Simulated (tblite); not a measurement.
C5H5ClO3.
Structure used (GFN2-xTB), in Å, numbered top down from 1:
```xyz
14
C5H5ClO3 angstrom
C     -2.845    0.755    0.459
C     -2.024   -0.235    0.137
Cl    -2.637   -1.833   -0.193
O     -0.699   -0.032    0.061
C      0.190   -0.976   -0.265
C      1.504   -0.721   -0.336
C      2.097    0.591   -0.071
O      1.519    1.598    0.251
O      3.436    0.556   -0.233
H     -3.905    0.611    0.523
H     -2.440    1.729    0.660
H     -0.195   -1.969   -0.472
H      2.189   -1.506   -0.605
H      3.810    1.432   -0.052
```

Computed with GFN2-xTB (tblite): harmonic, unscaled wavenumbers at the GFN2-xTB geometry, gas phase. Errors from tens to a few hundred cm⁻¹ against measured bands are possible. One conformer, not necessarily the lowest.

Harmonic wavenumbers (cm⁻¹): 26.3, 51.6, 86.9, 104.5, 183.5, 292.1, 321.4, 371.7, 447.0, 500.7, 556.4, 601.0, 621.1, 679.9, 700.1, 731.5, 808.7, 833.8, 877.6, 890.2, 959.6, 1083.9, 1120.6, 1157.1, 1212.9, 1263.8, 1343.2, 1352.1, 1634.1, 1666.1, 1761.2, 3030.0, 3131.9, 3138.2, 3188.8, 3464.7.

A = 3738, B = 628.7, C = 538.2 MHz; mass 147.993 u (most abundant isotopes); point group Cs, symmetry number 1.

**Question.** What is the zero-point energy?

**Answer.** Half the sum of the wavenumbers: 20097 cm⁻¹ = 240.42 kJ/mol.

**Question.** Entropy at 500 K, 1 bar (ideal gas, RRHO, classical rotation)?

**Answer.** Translation 181.93, rotation 131.63, vibration 193.96: S = 507.5 J/(mol K).

**Question.** And Cp and H(500 K) − H(0)?

**Answer.** Cp = 202.69 J/(mol K), of which vibrations give 169.43 (their classical limit is 36 R = 299.3); H(500 K) − H(0) = 63.17 kJ/mol without the zero-point energy, 46.54 from vibrations.

**Question.** What must be added to the electronic energy to get the Gibbs energy at 500 K and 1 bar?

**Answer.** ZPE + [H(500 K) − H(0)] − T·S = 240.42 + 63.17 − 253.76 = 49.83 kJ/mol.

**Question.** Blend soft modes into free rotors: weight 1/[1 + (100 cm⁻¹/ν̃)⁴] for the oscillator and the rest for a rotor with moment μB/(μ + B), μ = h/(8π²ν), B = 10⁻⁴⁴ kg m². What vibrational entropy results?

**Answer.** 171.54 J/(mol K) in place of 193.96, which changes −T·S at 500 K by +11.21 kJ/mol.

Hindered rotation and anharmonicity are outside this model. Other conformers, if any are populated, would add a mixing term that is left out.
